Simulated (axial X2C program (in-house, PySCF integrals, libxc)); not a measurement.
## Eu: configurations by level of theory

Calculated with an in-house all-electron X2C program for linear molecules (integrals from PySCF), basis dyall-v3z (cores contracted in-house), spin-free (one-electron X2C) and two-component (2c, atomic mean-field Coulomb and Gaunt terms). Energies in eV from the lowest row of each column (rows without correlated energies are left out; n/a marks j-coupled starts, which PBE0 does not hold); electrons by l are Mulliken totals of the Hartree–Fock solution, and PBE0 can relax to another configuration under the same block occupation. Coupled cluster uses truncated natural virtuals with an MP2 remainder. Frozen shells in the correlated columns: 4 s, 3 p, 2 d.

Spin-free determinants:

```csv
electrons by l,"M_S, M_L",HF,MP2,PBE0
s12 p24 d20 f7,"7/2, 0",0.00,0.00,0.00
s11 p24 d21 f7,"9/2, 2",1.28,1.63,1.38
```

Two-component determinants:

```tsv
electrons by l	2M_J	HF	MP2	PBE0
s12 p24 d20 f7	7	0.00	0.00	0.00
s11 p24 d21 f7	5	1.25	1.57	1.32
s11 p24 d21 f7	11	1.29	1.66	1.33
s11 p24 d21 f7	13	1.30	1.68	1.43
```

Ground level as tabulated from the NIST Atomic Spectra Database (leading term): 2S+1 = 8, L = 0, J = 7/2.

Spin-free rows of one term, and 2c rows of one J level, should be degenerate; broken spherical symmetry, the missing current term of PBE0 and determinants that mix terms or J levels spread them. The search is wide but not exhaustive and can miss a configuration; gaps between s and d configurations can be off by some tenths of an eV with this basis and core.

The run took 65 s on 1 thread of Arm Neoverse N1, with other jobs on the host.
